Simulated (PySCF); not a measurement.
2-methoxybut-1-en-3-yne (C5H6O), SMILES C#CC(=C)OC. Heavy atoms are numbered as in [CH:1]#[C:2][C:3](=[CH2:4])[O:5][CH3:6]. Hydrogens are named by the atom that carries them.

Geometry: B3LYP-D3(BJ)/def2-SVP. One conformer was computed; it need not be the lowest.

Computed with ωB97X/def2-TZVP in PySCF.

ESP charges are fitted to the potential on shells at 1.4 to 2.0 van der Waals radii. Atomic charges (e), one atom of each kind:

```
atom      ESP fit    IAO  Mulliken  Löwdin
--------  -------  -----  --------  ------
C1 (CH)     -0.47  -0.22     -0.03   -0.07
C2           0.00  -0.05     -0.22   -0.08
C3           0.52   0.21      0.20   -0.31
C4 (CH2)    -0.79  -0.36     -0.37   -0.18
O5          -0.27  -0.35     -0.27    0.23
C6 (CH3)    -0.25  -0.19     -0.21   -0.33
H on C1      0.33   0.20      0.22    0.13
H on C4      0.27   0.16      0.15    0.13
H on C6      0.14   0.16      0.14    0.12
```

Computed Mayer and Wiberg (Löwdin basis) orders of the bonds:
| bond | Mayer | Wiberg |
|---|---|---|
| C1–C2 | 2.80 | 2.91 |
| C2–C3 | 1.07 | 1.23 |
| C3–C4 | 1.78 | 1.98 |
| C3–O5 | 1.16 | 1.55 |
| O5–C6 | 0.92 | 1.46 |
